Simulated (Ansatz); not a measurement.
Consider the silylene loss: `CB[SiH]([SiH3])Cl` → `CB[SiH2]Cl` + `[SiH2]`.

Gas-phase electronic energies from Ansatz, PBE0-D4/def2-TZVP geometries. CBS: MP2 limit from def2 TZ/QZ plus the TZ coupled-cluster correction, frozen cores. This one scheme is used for every species. DFT in def2-TZVPP. Each species was taken in one conformer, which may not be the lowest.

`CB[SiH]([SiH3])Cl`:

Z-matrix (Å, degrees):
```
C
B 1 1.547
H 1 1.091 2 115.6
H 1 1.092 2 114.3 3 130.2
H 1 1.105 2 103.5 3 -115.7
Si 2 2.006 1 123.9 3 23.4
H 2 1.202 1 119.9 3 -162.6
Cl 6 2.080 2 112.0 1 -12.5
Si 6 2.347 2 110.5 1 106.9
H 6 1.490 2 111.6 1 -132.3
H 9 1.488 6 109.7 2 -57.8
H 9 1.486 6 110.3 2 -177.9
H 9 1.488 6 109.9 2 61.7
```

`CB[SiH2]Cl`:

```xyz
10

C     1.518   -0.069    0.464
B     0.359    0.493   -0.400
Si   -1.530   -0.151   -0.130
Cl   -2.817    0.406   -1.649
H     1.239   -0.597    1.378
H     1.992   -0.816   -0.198
H     2.303    0.661    0.676
H     0.604    1.293   -1.258
H    -2.070    0.416    1.139
H    -1.598   -1.634   -0.021
```

`[SiH2]`:

Cartesian coordinates in Å:
```
Si 0.236 -0.587 -0.326
H 0.886 0.715 0.131
H -1.122 -0.128 0.195
```

| level | ΔE (kcal/mol) |
| --- | --- |
| r2SCAN-D4 | 65.2 |
| PBE | 60.8 |
| r2SCAN | 64.5 |
| SCS-MP2/def2-TZVPP | 57.4 |
| CCSD(T)/def2-TZVPP | 57.2 |
| HF/CBS(def2) | 51.1 |
| MP2/CBS(def2) | 62.7 |
| CCSD/CBS(def2) | 57.4 |

(1) What does CCSD(T)/CBS give? (Estimate.)

Largest T1 diagnostic among the species: 0.014.

Answers

(1) Computed: +58.9 kcal/mol. The listed levels differ from it by 6.3, 1.9, 5.6, -1.5, -1.7, -7.8, 3.8, -1.5 kcal/mol.

In def2-TZVPP, CCSD(T) changes the Hartree–Fock value by +6.1 kcal/mol (the triples alone add +1.6 kcal/mol) and MP2 by +9.8 kcal/mol. The D4 term adds +3.9 kcal/mol with B3LYP and +2.2 kcal/mol with PBE0; it sums over pairs of atoms, weighted by their polarisabilities, and B3LYP, whose exchange is more repulsive, gets the larger term.

B3LYP here is the variant with VWN-RPA as its local correlation; programs differ in this.
